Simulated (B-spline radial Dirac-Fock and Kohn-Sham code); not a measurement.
# Binding energies of Cs in different valence configurations

Calculated with a radial B-spline solver, using relaxed Dirac-Fock hole states (ΔSCF) with Breit and QED corrections and a finite nucleus. Electron correlation is not included.

Reference: the tabulated ground configuration [Xe] 6s1, with 1s 35988.7 eV, 2s 5727.5 eV, 3d3/2 746.0 eV, 4s 246.8 eV, 4p1/2 190.9 eV, 4d5/2 81.95 eV, Kα1 30969.9 eV, Kβ1 34980.8 eV, Lα1 4286.8 eV, Lβ2 4936.9 eV.

Question: One of these configurations gives the following shifts from the reference, in eV: average energy +1.18, 1s +1.15, 2s +1.15, 3d3/2 +1.15, 4s +1.14, 4p1/2 +1.15, 4d5/2 +1.14, Kα1 0.00, Kβ1 0.00, Lα1 0.00, Lβ2 +0.01. Which?
A. [Xe] 6p1
B. [Xe] 5d1

Answer: A. The others give [Xe] 5d1: 1s -0.99.
